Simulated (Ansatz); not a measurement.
Geometry optimisation of SiPt₂⁺.

```yaml
crystal:
  periodic: [false, false, false]
  atoms:
    - {symbol: Pt, position_ang: [-0.000599, -2.044887, -0.329745]}
    - {symbol: Pt, position_ang: [0.000574, 2.044877, 0.329763]}
    - {symbol: Si, position_ang: [0.000025, -0.000001, -0.000017]}
basis:
  gaussian: {orbitals: def2-TZVP}
total_charge: 1
magnetization: {spin_polarized: true, initial_magnetization: 1}
hamiltonian: {xc: pbe0, dispersion: d4}
scf: {lower_state_search: "off"}
output: {orbitals: {seedname: orbitals}}
relax: {f_tol: 0.02, max_steps: 100}
```

```sh
$ ansatz run in.yaml --threads 4 --pin off --events-out ev --progress --plain --max-ram 3916MiB
```

Output, abridged:

```
Functional definition: PBE0
mean field -14362.16009875 eV, -527.7996486071 hartree, gradient 5.6e-6 eV, S^2 0.770457; 0 other end points of the search recorded, 0 dependent functions left out
relax step   1: F+E_penalty+E_count = -14362.26598446 eV  Δ(F+E_penalty+E_count) = +0.000e0 eV  max|allowed force component| = 2.864e-1 eV/Å  Δτ_max = 0.0000 Å  (20 SCF iters, accepted)
mean field -14362.16345497 eV, -527.7997719461 hartree, gradient 1.7e-6 eV, S^2 0.771384; 0 other end points of the search recorded, 0 dependent functions left out
relax step   2: F+E_penalty+E_count = -14362.26894842 eV  Δ(F+E_penalty+E_count) = -2.964e-3 eV  max|allowed force component| = 8.771e-2 eV/Å  Δτ_max = 0.0151 Å  (30 SCF iters, accepted)
mean field -14362.16368613 eV, -527.7997804410 hartree, gradient 1.9e-6 eV, S^2 0.771165; 0 other end points of the search recorded, 0 dependent functions left out
relax step   3: F+E_penalty+E_count = -14362.26927128 eV  Δ(F+E_penalty+E_count) = -3.229e-4 eV  max|allowed force component| = 3.136e-3 eV/Å  Δτ_max = 0.0035 Å  (32 SCF iters, accepted)
Total energy: -14362.26930528 eV, -527.8036618731 hartree
Atom 0 at    -0.000595    -2.056301    -0.331591 Å, force     0.000010     0.003136     0.000499 eV/Å
Atom 1 at     0.000585     2.056293     0.331599 Å, force     0.000009    -0.003134    -0.000512 eV/Å
Atom 2 at     0.000010    -0.000003    -0.000007 Å, force    -0.000019    -0.000002     0.000013 eV/Å
Dipole moment:     0.000001     0.000000    -0.000000 e Å
Checks for a lower state left out: stability, starts, cluster_reference, orbital_swaps, neighbouring_geometries, increment
```

Hardware: 4 threads of Arm Neoverse V1 on a shared host. Wall time 7 s.

In the def2 sets Pt takes a core potential; there is no spin–orbit coupling. The structure comes from a short search, and lower isomers may exist.
